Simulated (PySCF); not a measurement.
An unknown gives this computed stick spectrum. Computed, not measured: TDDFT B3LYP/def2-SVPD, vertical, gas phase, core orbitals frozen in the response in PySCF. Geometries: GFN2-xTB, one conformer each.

| state | E (eV) | λ (nm) | f |
| --- | --- | --- | --- |
| S1 | 4.82 | 257.2 | 0.0067 |
| S2 | 5.28 | 234.9 | 0.052 |
| S3 | 5.57 | 222.6 | 0.0022 |
| S4 | 5.64 | 220.0 | 0.0031 |
| S5 | 5.92 | 209.6 | 0.0094 |
| S6 | 6.18 | 200.7 | 0.017 |
| S7 | 6.25 | 198.4 | 0.028 |
| S8 | 6.41 | 193.3 | 0.0029 |

Triplets computed (Tamm–Dancoff): 4.19, 4.36, 4.73 eV.

**Question.** Which structure fits? All have the formula C6H9NO.
A. `C(=C)=CC(N(C)C)=O`
B. `O=C[C@@H]1CC=NCC1`
C. `N#C[C@H]1CCCOC1`

**Answer.** A. Its S1 lies at 4.82 eV; the nearest of the others has S1 at 4.26 eV. S1 is HOMO-1→LUMO (92%). Löwdin shares by element: HOMO nitrogen 41%, oxygen 28%, carbon 13% or more (atoms not listed hold the other 18%); LUMO carbon 57% or more, oxygen 11% (atoms not listed hold the other 32%). At the same level the other candidates give, for their lowest levels:
- `N#C[C@H]1CCCOC1`: 6.95 eV (f 0.003); 7.24 eV (f 0.020); 7.31 eV (f 0.030); 7.48 eV (f 0.028); 7.64 eV (f 0.028); T1 6.46 eV; HOMO -7.67, LUMO 0.14 eV
- `O=C[C@@H]1CC=NCC1`: 4.26 eV (f 0.001); 4.53 eV (f 0.003); 4.97 eV (f 0.001); 5.97 eV (f 0.002); 6.12 eV (f 0.003); T1 3.69 eV; HOMO -6.68, LUMO -1.32 eV

Shape of the structure used: `[CH2:1]=[C:2]=[CH:3][C:4](=[O:5])[N:6]([CH3:7])[CH3:8]`: C2–C3–C4–O5 -136°, C3–C4–N6–C7 -174°.
